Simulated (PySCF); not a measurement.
## Excitation energy of Tm(2+) by level of theory

Tm(2+) [Xe] 4f13 (2F) → Tm(2+) [Xe] 4f12 5d1 (high-spin determinant), as a difference of total energies. Calculation: PySCF 2.14, in cc-pVDZ-X2C; scalar relativity by spin-free X2C-1e. Correlated levels: valence: [Kr] 4d10 frozen; valence and next inner shell: [Ar] 3d10 frozen. The calculations carry no spin-orbit coupling.

| method | excitation energy (eV) |
| --- | --- |
| UHF | 0.086 |
| LDA | 4.512 |
| PBE | 4.031 |
| PBE0 | 3.166 |
| r2SCAN | 2.983 |
| MP2 (valence) | 4.316 |
| SCS-MP2 (valence) | 3.795 |
| MP2 (valence and next inner shell) | 4.697 |
| SCS-MP2 (valence and next inner shell) | 4.059 |

Problem. How much does correlation contribute at MP2 (valence and next inner shell)?

Solution. 4.697 − (0.086) = 4.611 eV, measured against UHF.

A first-order spin-orbit estimate (lowest level to lowest level, LS coupling) adds -0.214 eV.

The determinant of the upper state mixes LS terms, which raises its energy above the lowest term, most at the Hartree-Fock and MP2 levels.
